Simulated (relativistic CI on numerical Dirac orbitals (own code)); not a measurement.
## Radial parameters of Sb17+

These numbers are calculated, not measured: Dirac-Coulomb-Breit CI, orbitals from a KLI potential per configuration, model QED, unscaled Slater integrals (own radial code, finite nucleus).

Slater integrals F^k, G^k are unscaled and averaged over j, outside the closed core [Ar] 3d10; ζ comes from projecting the Hamiltonian with its Breit term on Σ l·s of the shell.

- 4s2 4p4: F^2(4p,4p) = 139230, ζ(4p) = 61247 cm⁻¹; <r>(4p) = 0.7462, <r^2>(4p) = 0.628 (bohr units).
- 4s 4p5: G^1(4s,4p) = 183120, ζ(4p) = 61148 cm⁻¹; <r>(4s) = 0.7191, <r^2>(4s) = 0.5801, <r>(4p) = 0.7464, <r^2>(4p) = 0.6284 (bohr units).
- 4s2 4p3 4d: F^2(4p,4p) = 139250, ζ(4p) = 61488, F^2(4p,4d) = 133570, G^1(4p,4d) = 168760, G^3(4p,4d) = 107130, ζ(4d) = 6767.5 cm⁻¹; <r>(4p) = 0.746, <r^2>(4p) = 0.6277, <r>(4d) = 0.7825, <r^2>(4d) = 0.6982 (bohr units).

Averages of the first 10 configurations, taken without configuration mixing, which lowers the lowest level and can move excited configurations by several eV; other configurations of the list can lie among them:

```tsv
Configuration	Parity	States	Average energy above the lowest level (eV)
4s2 4p4	even	15	10.7
4s 4p5	odd	12	69.6
4p6	even	1	134.7
4s2 4p3 4d	odd	200	92.4
4s 4p4 4d	even	300	148.5
4s2 4p3 4f	even	280	179.0
4s 4p4 4f	odd	420	235.4
4p5 4d	odd	60	210.9
4s 4p3 4d2	odd	1800	229.3
4s2 4p2 4d 4f	odd	2100	261.1
```
